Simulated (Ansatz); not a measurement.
Frontier orbitals of C2H11FN2OSiZr (`C[N](C)[Zr]([NH2])([F])[O][SiH3]`).

The species carries charge 0 and has multiplicity 1. Correlated methods include outer-core shells of Zr, which these sets cover unevenly. Zr: def2 effective core potential. All single points use the PBE0-D4/def2-TZVP geometry. It is one conformer, not always the lowest. Basis def2-TZVPP, Ansatz.

Orbital energies of one run (eV). Highest occupied ones, from the top: -8.80, -10.12, -11.11, -11.19, -11.58, -12.90, -13.05, -13.29, -13.50, -13.62, -13.82, -13.99, -14.25, -14.38. Empty: 1.22, 1.87, 2.00, 2.05, 2.15, 2.29.

Task: Which functional gave them?
A. BHLYP
B. LDA (SPW92)
C. r2SCAN
D. ωB97X-V

Result: D. HOMO energies: ωB97X-V -8.80, BHLYP -7.66, r2SCAN -5.42, LDA (SPW92) -5.34 eV.
